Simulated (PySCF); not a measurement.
# Electric field gradients and quadrupole coupling constants

Compound: C4H12P2S.
Cartesian coordinates in Å at the GFN2-xTB level; atoms count from 1:
```xyz
19
C4H12P2S angstrom
C      3.6229    0.0336    0.0945
S      2.8334    1.5253   -0.5641
C      1.1725    0.8725   -0.9093
P      0.2508    0.3112    0.6145
P     -1.5234   -0.3711   -0.4638
C     -2.3631   -1.1859    0.9731
C     -2.4629    1.2269   -0.4453
H      3.1508   -0.2405    1.0351
H      3.5403   -0.7715   -0.6310
H      4.6662    0.2805    0.2605
H      1.2510    0.0735   -1.6494
H      0.6313    1.7142   -1.3466
H      0.7901   -0.9805    0.6405
H     -1.8388   -2.1059    1.2249
H     -2.3857   -0.5310    1.8426
H     -3.3815   -1.4367    0.6803
H     -2.4466    1.6834    0.5433
H     -2.0248    1.9128   -1.1683
H     -3.4923    1.0289   -0.7390
```

Field gradients from the PBE0/pcSseg-1 density (PySCF, non-relativistic), principal values in atomic units, ordered |Vxx| ≤ |Vyy| ≤ |Vzz|:

| atom | Vxx | Vyy | Vzz |
| --- | --- | --- | --- |
| S2 | 0.6644 | 2.5286 | -3.1931 |

Question: Find the asymmetry η = (Vxx − Vyy)/Vzz and the couplings χ = eQV/h (234.96 MHz × Q in barn × V in au), with Q(33S) = −0.0678 b.

Answer: 
```tsv
atom	environment	nucleus	η	χzz (MHz)	χxx (MHz)	χyy (MHz)
S2	sulfide sulfur	33S	0.58	50.87	-10.58	-40.28
```

The tensor is traceless: Vxx + Vyy + Vzz = 0.

Question: What is Vzz at S2 in SI units (1 au = 9.71736 × 10²¹ V/m²)?

Answer: -3.1931 au = -31.028 × 10²¹ V/m².

Question: And the gradient at the other heavy atoms, for which no coupling is worked out here?

Answer: 
```csv
atom,environment,Vzz (au),η
C1,S-methyl carbon,0.252,0.04
C3,sp3 carbon bound to sulfur,0.218,0.53
P4,three-coordinate phosphorus,-1.136,0.19
P5,three-coordinate phosphorus,-1.289,0.02
C6,sp3 carbon bound to phosphorus,0.087,0.25
C7,sp3 carbon bound to phosphorus,0.081,0.34
```

Question: What couplings would deuterons (Q(2H) = 0.00286 b) have in place of the hydrogens, at this geometry?

Answer: 
```tsv
atom	bonded to	bond length (Å)	Vzz (au)	η	χzz (kHz)
H8	C1	1.088	0.3103	0.03	209
H9	C1	1.087	0.3137	0.03	211
H10	C1	1.085	0.3186	0.04	214
H11	C3	1.092	0.3031	0.02	204
H12	C3	1.092	0.3050	0.05	205
H13	P4	1.400	0.1952	0.09	131
H14	C6	1.089	0.3161	0.01	212
H15	C6	1.089	0.3127	0.01	210
H16	C6	1.089	0.3159	0.01	212
H17	C7	1.089	0.3124	0.00	210
H18	C7	1.089	0.3166	0.02	213
H19	C7	1.089	0.3166	0.01	213
```

Isolated species at its GFN2-xTB geometry (one conformer only). GFN2-xTB bond lengths can be off by several hundredths of an ångström, more for odd bonds, and the gradients follow them. A larger basis could move these couplings by a tenth or more.
